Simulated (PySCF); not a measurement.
## A small calculation by hand: chemical shift, span and skew from a shielding tensor

Ga(OH)(OMe)(NH2) (CH6GaNO2), SMILES C[O][Ga]([NH2])[OH]. Atoms are numbered in the order given.

```xyz
11

Ga     0.1392     0.0896     0.3301
O      1.3784    -0.3292     1.5311
H      1.3971     0.2572     2.2929
O      0.1108    -0.9557    -1.1075
C     -0.7818    -0.7755    -2.1627
H     -0.6982     0.2213    -2.6402
H     -0.5727    -1.5254    -2.9447
H     -1.8411    -0.9081    -1.8639
N     -0.9957     1.4886     0.4802
H     -1.0968     2.0481     1.3166
H     -1.7564     1.6409    -0.1693
```
Charge 0, spin multiplicity 1.

Geometry optimised at PBE0-D3(BJ)/def2-SVP. The structure was generated by enumeration; whether it is a known compound was not checked. Other conformers were not sampled.

GIAO shieldings from PySCF with HF/pcSseg-1, non-relativistic, no solvent. The symmetric part of the tensor of C5 has the principal values 116.8, 117.8, 187.8 ppm. The same nucleus in TMS has σ = 192.6 ppm at this level (PySCF, at its B3LYP-D3(BJ)/def2-TZVP geometry).

Problem. Work out the isotropic shielding, the ¹³C shift against TMS, the span and the skew.

Solution. 
σ(iso) = (σ11 + σ22 + σ33)/3 = 140.8 ppm. δ = σ(ref) − σ(iso) = 192.6 − (140.8) = 51.8 ppm.
Span Ω = σ33 − σ11 = 71.0 ppm. Skew κ = 3(σ(iso) − σ22)/Ω = 0.97, an axial tensor. Tumbling in solution averages the tensor to δ; in a static solid the shielding alone would spread this spin-1/2 line over Ω.
